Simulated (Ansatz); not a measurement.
Born–Oppenheimer molecular dynamics of F$_{2}$H$_{4}$Si$_{2}$ (8 atoms, charge 0, multiplicity 1). It starts from a relaxed structure.

Method: Ansatz, RKS B3LYP-D4/def2-SVP.

| Item | Value |
| --- | --- |
| ensemble | NVE (velocity Verlet) |
| time step | 0.5 fs |
| steps asked | 100 |
| starting velocities drawn for | 700 K |
| masses | H 10 u |
| seed | 468023 |

First frame:

```xyz
8
Properties=species:S:1:pos:R:3
Si 0.033 0.015 0.053
H 0.600 -0.096 1.423
F 1.250 0.391 -0.954
F -0.996 1.271 0.047
Si -1.077 -1.880 -0.773
H -2.223 -2.214 0.121
H -1.578 -1.597 -2.148
H -0.131 -3.033 -0.812
```

(1) How far do the bonds stretch over the last three quarters of this one trajectory? (Pairs bonded in most of those frames.)

## Answers

(1) 
```json
{"bond": "Si1–H2", "mean (Å)": "1.493", "spread (Å)": "0.036", "shortest": "1.44", "longest": "1.54"}
{"bond": "Si1–F3", "mean (Å)": "1.636", "spread (Å)": "0.009", "shortest": "1.62", "longest": "1.65"}
{"bond": "Si1–F4", "mean (Å)": "1.625", "spread (Å)": "0.004", "shortest": "1.62", "longest": "1.63"}
{"bond": "Si1–Si5", "mean (Å)": "2.327", "spread (Å)": "0.009", "shortest": "2.32", "longest": "2.35"}
{"bond": "Si5–H6", "mean (Å)": "1.489", "spread (Å)": "0.044", "shortest": "1.42", "longest": "1.55"}
{"bond": "Si5–H7", "mean (Å)": "1.505", "spread (Å)": "0.066", "shortest": "1.41", "longest": "1.61"}
{"bond": "Si5–H8", "mean (Å)": "1.503", "spread (Å)": "0.039", "shortest": "1.44", "longest": "1.56"}
```

Mean temperature of the second half: 337 K. The conserved energy stayed within 0.039 meV per atom of its start (net change 0.03 meV per atom), so the integration is sound. A run of 0.05 ps of so small a system gives no equilibrium averages.

Time of the run: 2.5 min on 1 thread of Intel(R) Xeon(R) 6975P-C (Granite Rapids), with other jobs on the host, peak memory 0.18 GiB.
